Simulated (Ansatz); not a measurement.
Molecule: BeH₂ (charge 0, singlet). 
Geometry from a B3LYP-D3(BJ)/def2-TZVP (Ansatz, an electronic-structure program) optimisation:
SMILES: [BeH2]
```xyz
3

Be     0.0000     0.0000     0.0000
H      0.0000     0.0000     1.3301
H      0.0000     0.0000    -1.3301
```
Charge 0, spin multiplicity 1.

Basis-set convergence of Hartree-Fock and CCSD correlation energies (hartree) with Ansatz. Cores are frozen in the correlated levels unless marked. Spin-orbit coupling is left out. Non-relativistic.

| basis | functions | E(HF) | E(corr, CCSD) |
|---|---|---|---|
| def2-SVP | 19 | -15.75353 | -0.05757 |
| def2-TZVPP | 47 | -15.77007 | -0.07374 |
| def2-QZVPP | 96 | -15.77283 | -0.07795 |

Extrapolating the two largest sets (X = 3 and 4) as X^-3: E(corr) = (64·(-0.07795) - 27·(-0.07374))/37 = -0.0810 Eh, an estimate of the basis-set limit. The largest set recovers 96.2 % of it, the smallest 71.1 %.
